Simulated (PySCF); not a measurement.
TiBr4, SMILES [Br][Ti]([Br])([Br])[Br], multiplicity 1.

Geometry optimised at PBE0-D3(BJ)/def2-SVP. The spin state was assumed, not searched. The isomer is the one that the SMILES or the coordinates give; other isomers of the formula were not compared.

Computed with B3LYP/def2-TZVP run with PySCF.

Computed frontier levels, gap, dipole moment and polarisability:
```
Quantity                                                                                                           Value
---------------------------------------------------------------------------------------------  -------------------------
highest occupied level                                                                                          -8.49 eV
lowest empty level                                                                                              -3.87 eV
orbital gap                                                                                                      4.62 eV
dipole moment                                                                                                     0.00 D
quadrupole, principal values (traceless, Buckingham form, about the centre of nuclear charge)       0.00, 0.00, 0.00 D·Å
mean static polarisability                                                                        121.1 bohr³ (17.94 Å³)
polarisability, principal values                                                               121.1, 121.1, 121.1 bohr³
```
